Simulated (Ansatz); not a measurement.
`[SiH3]O[AsH2]` + CH₃OH → `CO[AsH2]` + `O[SiH3]` at 298.15 K and 1 bar (ligand exchange at the As–O bond).

Computed with Ansatz on PBE0-D4/def2-TZVP structures; ΔE is electronic, products minus reactants. CCSD(T)/CBS adds triple-zeta CCSD(T) − MP2 to the extrapolated MP2 energy (def2 sets, frozen cores). This one scheme is used for every species. For As outer-core shells are correlated without core-valence functions, which leaves a few kJ/mol of doubt a bond. Scalar relativity is left out up to krypton.

```json
{"species": "`[SiH3]O[AsH2]`", "CCSD(T)/CBS energy (Eh)": "-2602.28728", "H − E (kJ/mol)": "136.3", "S (J/(mol·K))": "338.7"}
{"species": "CH₃OH", "CCSD(T)/CBS energy (Eh)": "-115.61712", "H − E (kJ/mol)": "146.3", "S (J/(mol·K))": "238.2"}
{"species": "`CO[AsH2]`", "CCSD(T)/CBS energy (Eh)": "-2351.21577", "H − E (kJ/mol)": "166.5", "S (J/(mol·K))": "295.9"}
{"species": "`O[SiH3]`", "CCSD(T)/CBS energy (Eh)": "-366.69042", "H − E (kJ/mol)": "113.6", "S (J/(mol·K))": "257.8"}
```

H − E and S are ideal-gas, rigid-rotor, harmonic terms from PBE0-D4/def2-TZVP. 1 Eh = 2625.50 kJ/mol, R = 8.31446 J/(mol·K).

Question: By hand: ΔE, ΔH, ΔS and ΔG.

Answer: ΔE = (-2351.21577) + (-366.69042) − (-2602.28728) − (-115.61712) = -0.00179 Eh = -4.7 kJ/mol. Δ(H − E) = 166.5 + 113.6 − 136.3 − 146.3 = -2.5, so ΔH = -7.2 kJ/mol. ΔS = 295.9 + 257.8 − 338.7 − 238.2 = -23.2 J/(mol·K). ΔG = -7.2 − 298.15 × (-23.2)/1000 = -0.3 kJ/mol.

Question: By hand: the equilibrium constant, and the temperature at which ΔG would vanish if ΔH and ΔS stayed fixed.

Answer: log₁₀ K = −ΔG/(RT ln 10) = 0.1. ΔG = 0 at ΔH/ΔS = 310 K, though so small a ΔH makes that figure unsure.

TΔS isn't small against ΔH here. The sign of ΔG lies within the doubt. A doubt of 5 kJ/mol in ΔE shifts log₁₀ K by 0.9 here. Modes under 60 cm⁻¹, often nearly free rotors, make the harmonic entropy too high. These are equilibria of isolated gas molecules and say nothing of rates. Largest T1 diagnostic: 0.012 (customary marks: 0.02 for closed shells, 0.045 for open ones).
